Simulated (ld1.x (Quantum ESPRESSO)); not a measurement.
**nickel, TM: configuration errors across variants**

- Element: Ni
- Generator: ld1.x (Quantum ESPRESSO) 7.5
- Type: norm-conserving Troullier–Martins (Kleinman–Bylander form)
- Functional: LDA (PZ)
- Relativity: scalar-relativistic
- Frozen core: [Ne]
- Valence charge: 18
- Reference configuration: 3s2 3p6 3d8 4s2 4p0
- Partial waves: 3s (bound): rc 1.05 bohr; 3p (bound): rc 0.70 bohr; 3d (bound): rc 1.40 bohr
- Local potential: all-electron potential smoothed inside 0.60 bohr (lloc = -1)
- Core correction: none

Occupied shells without a wave of their own: 4s. They enter only through the test configuration that unscreens the potential.

All-electron excitation energies from the reference (eV): (1) 3s2 3p6 3d8 4s1 4p0 9.601; (2) 3s2 3p6 3d8 4s0 4p0 27.260; (3) 3s2 3p6 3d7 4s0 4p0 65.058; (4) 3s2 3p6 3d8 4s1.5 4p0 3.843; (5) 3s2 3p6 3d7 4s2 4p0 16.406; (6) 3s2 3p6 3d8 4s0 4p2 9.678; (7) 3s2 3p6 3d8 4s2 4p0 spin -0.912; (8) 3s2 3p6 3d8 4s1 4p0 spin 8.231.

Spin tests fill each open shell by Hund’s rule, majority spin first.

For the base: The 4s level has no wave, so the channel is fitted at the deeper level alone: the likely source of the large errors.

Tests that are not counted but printed errors over 1 eV. “base”: 3s2 3p6 3d7 4s2 4p1 (solver errors, printed error -4592 eV). “wave 3p (bound): rc 0.70 bohr becomes 3p (bound): rc 0.58 bohr”: 3s2 3p6 3d7 4s2 4p1 (solver errors, printed error -4641 eV). “wave 3d (bound): rc 1.40 bohr becomes 3d (bound): rc 1.38 bohr”: 3s2 3p6 3d7 4s2 4p1 (pseudo-atom not self-consistent, printed error -2.8 eV).

3 further variants failed, have other tests or another functional or relativity, and are left out.

The file “base” misses its own reference levels by 1.7 eV. The file “all radii scaled by about 1.35 (s 1.42, p 0.94, d 1.90 bohr); local potential all-electron potential smoothed inside 0.82 bohr (lloc = -1)” misses its own reference levels by 0.9 eV. The file “type ultrasoft; waves now 3s (bound): rcut 1.00, rcutus 1.05 bohr; 4s (bound): rcut 1.00, rcutus 1.05 bohr; 3p (bound): rc 0.70 bohr; 4p (bound): rc 0.70 bohr; 3d (bound): rcut 1.20, rcutus 1.40 bohr; 3d channel at 0.4 Ry: rcut 1.20, rcutus 1.40 bohr; local potential all-electron potential smoothed inside 0.70 bohr (lloc = -2); augmentation built from norm-conserving waves at rcut, not smoothed further” misses its own reference levels by 1.9 eV. The file “wave 3s (bound): rc 1.05 bohr becomes 3s (bound): rc 0.66 bohr” misses its own reference levels by 0.3 eV. The file “wave 3p (bound): rc 0.70 bohr becomes 3p (bound): rc 0.58 bohr” misses its own reference levels by 1.7 eV. The file “wave 3d (bound): rc 1.40 bohr becomes 3d (bound): rc 1.38 bohr” misses its own reference levels by 1.7 eV. The file “local potential the s channel” misses its own reference levels by 0.5 eV. The file “all radii scaled by about 1.09 (s 1.14, p 0.76, d 1.52 bohr); local potential all-electron potential smoothed inside 0.64 bohr (lloc = -1)” misses its own reference levels by 1.6 eV. The file “local potential all-electron potential smoothed inside 1.10 bohr (lloc = -2)” misses its own reference levels by 0.9 eV.

Errors AE − PS in meV (a dash: test not solved or not reliable):

```csv
change,(1),(2),(3),(4),(5),(6),(7),(8),bound ghosts
base,-2267,-6246,-9862,-972,+243,-4474,+74,-1885,none
"all radii scaled by about 1.35 (s 1.42, p 0.94, d 1.90 bohr); local potential all-electron potential smoothed inside 0.82 bohr (lloc = -1)",-1254,-3238,-4901,-548,+146,-2272,+39,-1178,none
"type ultrasoft; waves now 3s (bound): rcut 1.00, rcutus 1.05 bohr; 4s (bound): rcut 1.00, rcutus 1.05 bohr; 3p (bound): rc 0.70 bohr; 4p (bound): rc 0.70 bohr; 3d (bound): rcut 1.20, rcutus 1.40 bohr; 3d channel at 0.4 Ry: rcut 1.20, rcutus 1.40 bohr; local potential all-electron potential smoothed inside 0.70 bohr (lloc = -2); augmentation built from norm-conserving waves at rcut, not smoothed further",+1212,+3433,+3415,+496,-1909,+3430,+108,+1269,not determined
wave 3s (bound): rc 1.05 bohr becomes 3s (bound): rc 0.66 bohr,-416,-1068,-1675,-181,+60,-711,+72,-325,none
wave 3p (bound): rc 0.70 bohr becomes 3p (bound): rc 0.58 bohr,-2268,-6268,-9880,-972,+237,-4488,+75,-1901,none
wave 3d (bound): rc 1.40 bohr becomes 3d (bound): rc 1.38 bohr,-2266,-6239,-9858,-971,+244,-4469,+78,-1878,none
local potential the s channel,-596,-1514,-2268,-261,+36,-922,+75,–,none
"all radii scaled by about 1.09 (s 1.14, p 0.76, d 1.52 bohr); local potential all-electron potential smoothed inside 0.64 bohr (lloc = -1)",-2112,-5683,-8855,-911,+209,-4054,+65,-1871,none
local potential all-electron potential smoothed inside 1.10 bohr (lloc = -2),-1209,-3086,-4660,-530,+51,-2256,+74,-1084,none
```

(1) Give the same row for: local potential all-electron potential smoothed inside 0.92 bohr (lloc = -1).

## Answers

(1) -277, -705, -1090, -121, +27, -492, +76, -192; bound ghosts: none.
